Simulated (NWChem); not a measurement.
Program: NWChem. System: C2H4I, charge 0, spin multiplicity 2, at a geometry optimised with UB3LYP/def2-SVP with def2 effective core potentials on I. The structure started from a generated list of species. Its SCF solution wasn't tested for a lower state. Level: UPBE/def2-TZVP with def2 effective core potentials on I.

The NWChem input:

```
start mol
memory heap 200 mb stack 900 mb global 1100 mb
geometry units angstroms nocenter noautoz noautosym
  C     -2.429651     0.256033     0.596857
  C     -1.070471     0.855313     0.610949
  I      0.571929    -0.167950    -0.183952
  H     -3.095915     0.827514     1.265369
  H     -2.888671     0.272180    -0.413088
  H     -2.424992    -0.795360     0.928322
  H     -0.901929     1.928928     0.722013
end
basis spherical
  * library def2-tzvp
end
ecp
  I library def2-ecp
end
dft
  xc xpbe96 cpbe96
  odft
  mult 2
  semidirect memsize 60000000 filesize 0
  iterations 100
end
task dft energy
```

NWChem printed:

```
             Northwest Computational Chemistry Package (NWChem) 7.3.0
             --------------------------------------------------------

                                NWChem Input Module
                                -------------------

 Scaling coordinates for geometry "geometry" by  1.889725989
 (inverse scale =  0.529177249)

                             Geometry "geometry" -> ""
                             -------------------------

 Output coordinates in angstroms (scale by  1.889725989 to convert to a.u.)

  No.       Tag          Charge          X              Y              Z
 ---- ---------------- ---------- -------------- -------------- --------------
    1 C                    6.0000    -2.42965100     0.25603300     0.59685700
    2 C                    6.0000    -1.07047100     0.85531300     0.61094900
    3 I                   53.0000     0.57192900    -0.16795000    -0.18395200
    4 H                    1.0000    -3.09591500     0.82751400     1.26536900
    5 H                    1.0000    -2.88867100     0.27218000    -0.41308800
    6 H                    1.0000    -2.42499200    -0.79536000     0.92832200
    7 H                    1.0000    -0.90192900     1.92892800     0.72201300

 Effective nuclear repulsion energy (a.u.)     199.6765279940

            Nuclear Dipole moment (a.u.)
            ----------------------------
        X                 Y               Z
 ---------------- ---------------- ----------------
    -0.0000037795    -0.0000226767    -0.0000075589


 Summary of "ao basis" -> "" (spherical)
 ------------------------------------------------------------------------------
       Tag                 Description            Shells   Functions and Types
 ---------------- ------------------------------  ------  ---------------------
 *                         def2-tzvp                  on all atoms

 Summary of "ao basis" -> "ao basis" (spherical)
 ------------------------------------------------------------------------------
       Tag                 Description            Shells   Functions and Types
 ---------------- ------------------------------  ------  ---------------------
[...]
 overlap   0.765  0.974  0.970  0.991  0.798  0.784  0.722  0.747  0.989  0.995

   alpha     41     42     43     44     45     46     47     48     49     50
    beta     41     42     43     44     45     46     47     48     49     50
 overlap   0.923  0.914  0.987  0.990  0.996  0.997  0.998  0.991  0.986  0.994

   alpha     51     52     53     54     55     56     57     58     59     60
    beta     51     52     53     54     55     56     57     58     59     60
 overlap   0.926  0.924  0.972  0.977  0.992  0.989  0.996  0.993  0.996  0.992

   alpha     61     62     63     64     65     66     67     68     69     70
    beta     61     62     63     64     65     66     67     68     69     70
 overlap   0.976  0.960  0.986  0.970  0.985  0.987  0.988  0.994  0.996  0.988

   alpha     71     72     73     74     75     76     77     78     79     80
    beta     71     72     73     74     75     76     77     78     79     80
 overlap   0.989  0.987  0.873  0.823  0.969  0.930  0.989  0.881  0.907  0.999

   alpha     81     82     83     84     85     86     87     88     89     90
    beta     81     82     83     84     85     86     87     88     89     90
 overlap   0.993  0.993  0.998  0.997  0.954  0.951  0.995  0.995  0.977  0.984

   alpha     91     92     93     94     95     96     97     98     99    100
    beta     91     92     93     94     95     96     97     98     99    100
 overlap   0.986  0.997  0.998  0.991  0.708  0.711  0.795  0.781  0.968  0.968

   alpha    101    102    103    104    105    106    107    108    109    110
    beta    101    101    102    103    104    106    107    108    109    110
 overlap   0.706  0.601  0.575  0.831  0.818  0.930  0.934  0.987  0.918  0.914

   alpha    111    112    113    114    115    116    117    118    119    120
    beta    111    112    113    114    115    116    117    118    119    120
 overlap   0.987  0.634  0.871  0.755  0.990  0.926  0.930  0.994  0.998  0.999

   alpha    121    122    123    124    125    126    127    128    129    130
    beta    121    122    123    124    125    126    127    128    129    130
 overlap   0.999  0.998  0.999  0.997  0.997  0.997  0.998  0.999  1.000  1.000

   alpha    131    132    133    134    135    136
    beta    131    132    133    134    135    136
 overlap   1.000  1.000  1.000  1.000  1.000  1.000

     --------------------------
     Expectation value of S2:
     --------------------------
      <S2> =      0.7543 (Exact =     0.7500)

 center of mass
 --------------
 x =   0.25848437 y =  -0.06984131 z =  -0.07718008

 moments of inertia (a.u.)
 ------------------
         121.611388427387         117.995242267538         155.005031366514
         117.995242267538         585.601384241991         -47.825751188330
         155.005031366514         -47.825751188330         593.158706245899

     Multipole analysis of the density
     ---------------------------------

     L   x y z        total         alpha         beta         nuclear
     -   - - -        -----         -----         ----         -------
     0   0 0 0     -0.000000    -21.000000    -20.000000     41.000000

     1   1 0 0     -0.494424     15.778308     13.989367    -30.262098
     1   0 1 0      0.168864     -4.953760     -3.763978      8.886603
     1   0 0 1      0.068053     -5.338955     -4.326313      9.733321

     2   2 0 0    -27.316785   -151.098758   -144.388581    268.170554
     2   1 1 0     -1.146434     27.198572     24.458552    -52.803558
     2   1 0 1     -1.048832     37.744548     35.776545    -74.569925
     2   0 2 0    -29.113448    -34.997557    -31.969464     37.853573
     2   0 1 1      0.570195    -11.906458    -10.426767     22.903421
     2   0 0 2    -30.666874    -32.314637    -28.269989     29.917752

 Task  times  cpu:       14.2s     wall:       14.2s

 Total times  cpu:       14.2s     wall:       14.2s
```
